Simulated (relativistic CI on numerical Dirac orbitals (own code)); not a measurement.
# V⁺: M2,3 absorption edge

Computed with this model: Dirac-Coulomb-Breit CI, orbitals from a KLI potential per configuration, model QED, valence Slater integrals scaled by 0.8, multiplet model of core-to-valence dipole absorption; configurations [Ar] 3d4 → [Ne] 3s2 3p5 3d5; 300 K; Lorentzian 0.8 eV and Gaussian 0.3 eV FWHM. Energies are those of the free ion, without screening or charge transfer. The branching ratio is the share of the lower-energy edge in the whole absorption, uncertain by about 0.02 where the edges overlap. S is read from ⟨S²⟩ = S(S + 1).

Field parameters in Wybourne normalisation: D3d B²₀ = −7Dσ, B⁴₀ = −14Dq − 21Dτ, B⁴₃ = −14√(10/7) Dq; Oh B⁴₀ = 21Dq, B⁴₄ = √(5/14) B⁴₀. The field is a parameter set, without covalency.

Peaks in eV (height, largest 100): 39.1 (18), 40.9 (23), 41.3 (23), 43.7 (64), 45.7 (71), 47.6 (99), 49.0 (100), 52.4 (47), 53.5 (43).

(1) Which surroundings give this spectrum?
A. Oh, 10Dq = 8750 cm⁻¹
B. D3d, 10Dq = 18800, Dσ = 450, Dτ = -10 cm⁻¹
C. Oh, 10Dq = 16600 cm⁻¹
D. Oh, 10Dq = 12450 cm⁻¹

Answers

(1) B. D3d, 10Dq = 18800, Dσ = 450, Dτ = -10 cm⁻¹, where the ground state has S = 1.00.
